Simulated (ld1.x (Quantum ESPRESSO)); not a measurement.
# thallium, ultrasoft: configuration errors across variants

```
Element                 : Tl (Z = 81)
Generator               : ld1.x (Quantum ESPRESSO) 7.5
Type                    : ultrasoft
Functional              : LDA (PZ)
Relativity              : fully relativistic
Frozen core             : [Kr] 4d10 4f14 5s2
Valence charge          : 19
Reference configuration : 5p6 5d10 6s2 6p1
Partial waves           : 6s (bound): rcut 1.80, rcutus 2.10 bohr; 6s channel at 0.3 Ry: rcut 1.80, rcutus 2.10 bohr; 5p (bound): rcut 1.75, rcutus 1.95 bohr; 6p (bound): rcut 1.75, rcutus 1.95 bohr; 5d (bound): rcut 2.05, rcutus 2.35 bohr; 5d channel at -0.45 Ry: rcut 2.05, rcutus 2.35 bohr
Local potential         : all-electron potential smoothed inside 1.95 bohr (lloc = -1)
Core correction         : Bessel-smoothed model core inside 0.90 bohr
Augmentation charge     : PSQ, inside the norm-conserving radii
```

Open shells are filled in proportion to 2j + 1 (rel_dist='average').

All-electron excitation energies from the reference (eV): (1) 5p6 5d10 6s2 6p0 5.517; (2) 5p6 5d10 6s1 6p0 26.719; (3) 5p6 5d10 6s0 6p0 57.316; (4) 5p6 5d10 6s2 6p0.5 2.018.

On the changes marked as counting shells twice: ld1.x takes every shell without a wave as core, so the model core holds the marked electrons as well and exchange and correlation see them twice. This cancels in the reference configuration, but the file is broken for other ones, and its errors say nothing about a proper core correction.

The overlap operator is not positive definite (basis up to 400 Ry) in “local potential all-electron potential smoothed inside 1.18 bohr (lloc = -1)”, “local potential all-electron potential smoothed inside 1.60 bohr (lloc = -1)”. Such files are unfit for use, however small their errors in these radial tests.

3 further variants failed, have other tests or another functional or relativity, and are left out.

A true bound ghost makes a file unfit for plane-wave use even where its test errors are small: the radial tests pick states by their node count and pass the ghost by.

The file “type TM; waves now 6s (bound): rc 2.10 bohr; 5p (bound): rc 1.95 bohr; 5d (bound): rc 2.35 bohr; local potential the d channel (6p counted twice)” misses its own reference levels by 1.4 eV.

Errors AE − PS in meV (a dash: test not solved or not reliable):

| change | (1) | (2) | (3) | (4) | bound ghosts |
| --- | --- | --- | --- | --- | --- |
| base | -24 | -30 | -40 | -3.1 | none |
| local potential all-electron potential smoothed inside 1.18 bohr (lloc = -1) | -21 | -33 | -53 | -2.6 | s (p3/2, d3/2, d5/2 not tested, overlap not positive) |
| waves 6s (bound): rcut 1.80, rcutus 2.50 bohr; 6s channel at 0.3 Ry: rcut 1.80, rcutus 2.50 bohr | -12 | -14 | -71 | -1.5 | none |
| type TM; waves now 6s (bound): rc 2.10 bohr; 5p (bound): rc 1.95 bohr; 5d (bound): rc 2.35 bohr; local potential the d channel (6p counted twice) | -278 | -553 | -965 | -94 | s |
| local potential all-electron potential smoothed inside 1.60 bohr (lloc = -1) | -25 | -29 | -29 | -3.2 | s (p3/2, d3/2, d5/2 not tested, overlap not positive) |

**Question.** Give the same row for: augmentation PSQ, radius 1.60 bohr.

**Answer.** -16, +0.3, -27, -2.0; bound ghosts: none.
